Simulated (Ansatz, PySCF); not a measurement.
Gas-phase reaction (SMILES): [Br][Al]([Br])[Br] + N (NH3) → [NH2][Al]([Br])[Br] + Br (HBr); ammonia cleaves one Al-Br bond, a model of a ligand-exchange step.

Each molecule is optimised on its own at B3LYP-D3(BJ)/def2-TZVP (Ansatz, a program for electronic structure), one conformer each, not searched for the lowest. Cores are frozen in the correlated levels unless marked. Spin-orbit coupling is left out. The frozen core is the preceding noble-gas configuration, with the filled d and f shells of earlier blocks. Non-relativistic. CBS(X,Y): correlation extrapolated as X^-3; Hartree-Fock from the larger set. Thermal terms are rigid-rotor harmonic-oscillator values from B3LYP-D3(BJ) frequencies (Ansatz or PySCF) at 298.15 K and 1 atm. 1 Eh = 627.5095 kcal/mol.

```json
[
 {"species": "[Br][Al]([Br])[Br]", "E, CCSD(T)/CBS(def2-TZVPPD,def2-QZVPPD) (Ansatz) (Eh)": "-7960.26939", "E, PBE0-D4/def2-TZVPD (Ansatz + dftd4) (Eh)": "-7964.11493", "H - E (Eh)": "0.01045"},
 {"species": "N (NH3)", "E, CCSD(T)/CBS(def2-TZVPPD,def2-QZVPPD) (Ansatz) (Eh)": "-56.50452", "E, PBE0-D4/def2-TZVPD (Ansatz + dftd4) (Eh)": "-56.51535", "H - E (Eh)": "0.03799"},
 {"species": "[NH2][Al]([Br])[Br]", "E, CCSD(T)/CBS(def2-TZVPPD,def2-QZVPPD) (Ansatz) (Eh)": "-5443.46782", "E, PBE0-D4/def2-TZVPD (Ansatz + dftd4) (Eh)": "-5446.14701", "H - E (Eh)": "0.03536"},
 {"species": "Br (HBr)", "E, CCSD(T)/CBS(def2-TZVPPD,def2-QZVPPD) (Ansatz) (Eh)": "-2573.28305", "E, PBE0-D4/def2-TZVPD (Ansatz + dftd4) (Eh)": "-2574.45927", "H - E (Eh)": "0.00927"}
]
```

Question: Work out ΔE and ΔH at 298.15 K at the first level, then ΔH at the second.

Answer: 
1. ΔE = [(-5443.46782) + (-2573.28305)] - [(-7960.26939) + (-56.50452)] = 0.02304 Eh = 14.5 kcal/mol at CCSD(T)/CBS(def2-TZVPPD,def2-QZVPPD).
2. The terms H - E add up to -0.00381 Eh, so ΔH = (0.02304 + (-0.00381))×627.5095 = 12.1 kcal/mol.
3. At PBE0-D4/def2-TZVPD the same steps give ΔE = 15.1 and ΔH = 12.7 kcal/mol, a shift of +0.6 from the first level.
4. These values are not checked against measurement here, since the tables used lack a sound gas-phase enthalpy of formation for at least one species.
